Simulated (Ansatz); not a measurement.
`O[BH][AlH][F]` + H₂S → `[F][AlH][SH]` + `BO` at 400 K and 1 bar (cleavage of the Al–B bond).

Computed with Ansatz on PBE0-D4/def2-TZVP structures; ΔE is electronic, products minus reactants. CBS: MP2 limit from def2 TZ/QZ plus the TZ coupled-cluster correction, frozen cores. This one scheme is used for every species. One conformer a species, not always the lowest.

```json
{"species": "`O[BH][AlH][F]`", "CCSD(T)/CBS energy (Eh)": "-443.67395", "H − E (kJ/mol)": "123.3", "S (J/(mol·K))": "352.0"}
{"species": "H₂S", "CCSD(T)/CBS energy (Eh)": "-398.97279", "H − E (kJ/mol)": "53.4", "S (J/(mol·K))": "215.9"}
{"species": "`[F][AlH][SH]`", "CCSD(T)/CBS energy (Eh)": "-740.90186", "H − E (kJ/mol)": "71.8", "S (J/(mol·K))": "313.9"}
{"species": "`BO`", "CCSD(T)/CBS energy (Eh)": "-101.80414", "H − E (kJ/mol)": "108.2", "S (J/(mol·K))": "244.0"}
```

H − E and S are ideal-gas, rigid-rotor, harmonic terms from PBE0-D4/def2-TZVP, for one conformer and one mirror image of each species. 1 Eh = 2625.50 kJ/mol, R = 8.31446 J/(mol·K).

Question: By hand: ΔE, ΔH, ΔS and ΔG.

Answer: ΔE = (-740.90186) + (-101.80414) − (-443.67395) − (-398.97279) = -0.05926 Eh = -155.6 kJ/mol. Δ(H − E) = 71.8 + 108.2 − 123.3 − 53.4 = 3.3, so ΔH = -152.3 kJ/mol. ΔS = 313.9 + 244.0 − 352.0 − 215.9 = -10.0 J/(mol·K). ΔG = -152.3 − 400 × (-10.0)/1000 = -148.3 kJ/mol.

Question: By hand: the equilibrium constant, and the temperature at which ΔG would vanish if ΔH and ΔS stayed fixed.

Answer: log₁₀ K = −ΔG/(RT ln 10) = 19.4. ΔG = 0 at ΔH/ΔS = 15230 K, far beyond where these terms or the molecules hold.

The number of gas molecules stays the same, so ΔS is small and ΔH decides. A doubt of 5 kJ/mol in ΔE shifts log₁₀ K by 0.7 here. Other conformers and mirror images would add mixing entropy, several J/(mol·K) or more a flexible species. Modes under 60 cm⁻¹, often nearly free rotors, make the harmonic entropy too high. These are equilibria of isolated gas molecules and say nothing of rates. Largest T1 diagnostic: 0.014 (customary marks: 0.02 for closed shells, 0.045 for open ones).
